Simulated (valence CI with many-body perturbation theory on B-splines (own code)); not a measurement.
The numbers below are computed, except where a source is named.
Basis-set convergence for In XI

Method: valence CI with perturbative core correlation (CI+MBPT): three valence electrons over a frozen Dirac-Fock core [Kr], a basis of 7 s, 7 p, 8 d, 6 f, 4 g, 1 h functions for each j, with the one-electron correlation potential Σ1, the two-electron term Σ2, the three-electron term Σ3, Breit, model QED; selected CI, second order for the rest, scaled by the run's own slope (own B-spline code, finite nucleus).

No measured levels were compared; by estimate terms of the open shell hold to 2 to 4 % of their energy, and close levels can change places. The list stops below the first excitations out of the core. Only levels of the ground parity were solved; by the run's estimate the other parity begins above the list, which can be wrong where configurations are misplaced.

The reference run has the lowest level 4d3 4F_3/2 and an ionisation energy of 202.393 eV. Its largest variational space holds 7185 state functions.

Names give the largest LS component (configuration and term), which can be under half, so a name can repeat, a term be missing and a line seem to break the LS rules; names also repeat where a configuration has a term twice. Letters in brackets count levels of one name in rising energy.

Changed runs:
A. basis 6 s, 6 p, 5 d, 5 f, 1 g
B. basis 5 s, 5 p, 4 d, 4 f

Excitation energies of the reference run in cm⁻¹, and shifts in cm⁻¹:

```
                 Level  Reference       A       B
            4d3 4F_5/2       4717     -18     -43
            4d3 4F_7/2       9565     -16     -28
            4d3 4F_9/2      13954    +7.1     +54
            4d3 4P_3/2      20757    +115    +558
            4d3 4P_1/2      22239     +62    +423
            4d3 2G_7/2      27061    +199    +734
            4d3 2H_9/2      28038    +168    +768
            4d3 4P_5/2      28926     +34    +320
        4d3 2D_3/2 [a]      33729    +201    +710
            4d3 2P_1/2      35924    +230   +1013
           4d3 2H_11/2      38018    +180    +947
            4d3 2G_9/2      40466    +184    +816
Ionisation energy (eV)    202.393  -0.026  -0.050
```
